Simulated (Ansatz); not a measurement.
Name a neutral molecule of Br, C, F with ideal-gas entropy at 298 K and 1 bar (rigid rotor, harmonic PBE0-D4/def2-TZVP) between 376 and 392 J/(mol·K) and LUMO energy (PBE0/def2-TZVPP) between -1.30 and -1.00 eV (Ansatz, PBE0-D4/def2-TZVP geometry).

`FC(F)(Br)C(F)(F)Br` (384 J/(mol·K), -1.08 eV). Other molecules can fit too; these were computed, each in one conformer that needn't be the lowest.
